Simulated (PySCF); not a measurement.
A species of formula C7H10F2 has this rotational fingerprint, computed with PBE0/pcSseg-1 in PySCF (dipole) on a GFN2-xTB geometry, gas phase:

| Property | Result |
| --- | --- |
| Rotational constants | A = 2022, B = 1432, C = 894.2 MHz |
| Dipole components | \|μa\| = 1.76 D, \|μb\| = 1.31 D, \|μc\| = 0.39 D |
| Inertial defect | -37.77 u·Å² |
| κ | -0.05 |

Problem. Which candidate fits, each taken in the one conformer that was computed?
A. `[CH3:1]/[CH:2]=[C:3]1/[CH2:4][CH2:5][C@@H:6]1[CH:7]([F:8])[F:9]` with C5–C6–C7–F8 179°
B. `[CH2:1]=[C:2]=[CH:3][CH2:4][C@H:5]([CH3:6])[CH:7]([F:8])[F:9]` with C2–C3–C4–C5 -115°, C3–C4–C5–C6 -174°, C4–C5–C7–F8 -173°
C. `F[C@@H]1C[C@]2(F)CC[C@H]1C2`

Solution. A. It is C/C=C1/CC[C@@H]1C(F)F, an asymmetric top, point group C1. The candidates at the same level (rigid rotor, commonest isotopes):

```csv
SMILES,A (MHz),B (MHz),C (MHz),μa (D),μb (D),μc (D),Δ (u·Å²),point group,rotor
C/C=C1/CC[C@@H]1C(F)F,2022,1432,894.2,1.76,1.31,0.39,-37.77,C1,asymmetric top
F[C@@H]1C[C@]2(F)CC[C@H]1C2,2738,1488,1318,0.32,0.75,1.13,-140.59,C1,asymmetric top
C=C=CC[C@H](C)C(F)F,2480,952.9,808.5,1.29,1.51,0.57,-109.06,C1,asymmetric top
```

`C=C=CC[C@H](C)C(F)F` has B 33 % too low; `F[C@@H]1C[C@]2(F)CC[C@H]1C2` has C 47 % too high. No structure here is proved a minimum.
